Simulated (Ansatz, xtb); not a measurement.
System: C₃H₃, charge 0, multiplicity 2. It need not be the lowest isomer of its formula. 
Geometry from a B3LYP-D3(BJ)/def2-TZVP (Ansatz, a program for electronic structure) optimisation:
SMILES: [CH]1[CH][CH]1
```xyz
6

C      0.0286     0.7740    -0.0493
C     -0.7338    -0.4315     0.2393
C      0.6852    -0.3567    -0.0746
H      0.0445     1.8447    -0.1540
H     -1.5455    -0.8902    -0.3235
H      1.6206    -0.8695    -0.2148
```
Charge 0, spin multiplicity 2.

Harmonic wavenumbers from GFN2-xTB (xtb, at its own minimum), cm⁻¹: 597, 700, 724, 905, 907, 919, 952, 1280, 1703, 3003, 3203, 3229.

Question: Give the harmonic wavenumbers at B3LYP-D3(BJ)/def2-TZVP (Ansatz, finite differences of forces, unscaled).

Answer: 610, 692, 885, 916, 974, 982, 1039, 1236, 1663, 3064, 3244, 3288 cm⁻¹. Zero-point energy 26.6 kcal/mol.

Question: From these and the geometry, give the ideal-gas thermochemistry at 298.15 K and 1 atm (rigid rotor, harmonic oscillator).

Answer: Point group Cs, rotational symmetry number 1. Rotational constants 32.15, 26.83, 15.04 GHz. S(trans) 36.92, S(rot) 20.74, S(vib) 1.35, S(elec, spin only) 1.38, S 60.4 cal/(mol K). H(298) - H(0) 2.69 kcal/mol; G - E(el) 11.3 kcal/mol.
